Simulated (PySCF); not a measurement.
C₂H₄NO, SMILES CC([NH])=O, multiplicity 2. Atoms are numbered in the order given.

```xyz
8

C     -1.3379    -0.3629     0.1851
C      0.0865     0.0588    -0.0673
N      1.0577    -0.6013     0.6703
O      0.4013     0.9921    -0.7933
H     -2.0146     0.1927    -0.4762
H     -1.4458    -1.4458     0.0178
H     -1.5947    -0.1687     1.2378
H      1.9492    -0.4808     0.1675
```
Charge 0, spin multiplicity 2.

Coordinates come from a ωB97X-D3(BJ)/def2-SVP optimisation. The isomer is the one that the SMILES or the coordinates give; other isomers of the formula were not compared. One conformer was computed; it need not be the lowest.

Level of theory: PBE/def2-TZVPD (PySCF).

Mulliken values depend strongly on the basis, most of all with diffuse functions as here. ESP charges are fitted to the potential on shells at 1.4 to 2.0 van der Waals radii. Atomic charges (e):

```
atom  ESP fit  Mulliken  Mulliken spin
----  -------  --------  -------------
C1          …     -0.51          -0.01
C2          …      0.38          -0.06
N3      -0.56     -0.33           0.74
O4      -0.45     -0.35           0.34
H5          …      0.18           0.00
H6          …      0.21           0.01
H7          …      0.18           0.00
H8       0.31      0.23          -0.02
```

### Question
Fill in the missing entries. (The exact figures need the calculation; the answer reports its results.)

### Answer

- C1, ESP fit: -0.59
- C2, ESP fit: 0.75
- H5, ESP fit: 0.17
- H6, ESP fit: 0.19
- H7, ESP fit: 0.17
